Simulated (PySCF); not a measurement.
Input of a run (PBE0-D3(BJ)/def2-SVP geometry optimisation, gas phase (PySCF 2.14.0)), started from GFN2-xTB:
```
{"job": {"xc": "PBE0", "basis": "def2-SVP", "d3": "d3bj", "grid": 1, "kind": "geom"}, "charge": -1, "multiplicity": 1}
C      1.105220    -0.316406     0.035938
C      0.564074     0.913124    -0.016315
Ga    -1.164901    -0.053297    -0.034451
O      0.260475    -1.374176     0.041049
H      2.170710    -0.585245     0.076107
H      1.202265     1.797119    -0.022238
H     -2.033518    -0.222779    -1.335734
H     -2.095267    -0.148928     1.231077
```

Output (energies in Eh, forces in Eh/bohr):
```
step   0  E = -2077.91109715  max force = 0.022060
step   1  E = -2077.91307315  max force = 0.007716
step   2  E = -2077.91382682  max force = 0.003698
step   3  E = -2077.91392064  max force = 0.001617
step   4  E = -2077.91394287  max force = 0.000977
step   5  E = -2077.91395436  max force = 0.000507
step   6  E = -2077.91395683  max force = 0.000237
optimisation converged
```

**Question.** Summarise the run.

**Answer.** The energy falls by 1.8 kcal/mol over 7 energy and gradient evaluations, the largest force component goes from 0.0221 to 2.4e-04 Eh/bohr, and the atoms move by 0.046 Å rms after alignment. The bond that changes most is Ga3–O4 (ends: gallium bonded to C, O and 2 H; oxygen bonded to C and Ga), which lengthens by 0.070 Å. Bonds longer at the end by more than 0.005 Å: 6 of 8; shorter: 1. Among the angles that change most is Ga3–C2–H6, from 155.0° to 149.6°. The energy never rose by more than 1e-6 Eh on the way. The first step brought 69 % of the lowering.

**Question.** What are the final bond lengths?

**Answer.** C1=C2 1.357 Å, C2–Ga3 1.997 Å, Ga3–O4 2.015 Å, C1–O4 1.330 Å, C1–H5 1.115 Å, C2–H6 1.094 Å, Ga3–H7 1.614 Å, Ga3–H8 1.614 Å. Numbering counts from 1 in the input's order; the species is `C1=[CH][GaH2-][O]1`.

The run used 94 basis functions and 46 SCF cycles in all.

No frequency check.
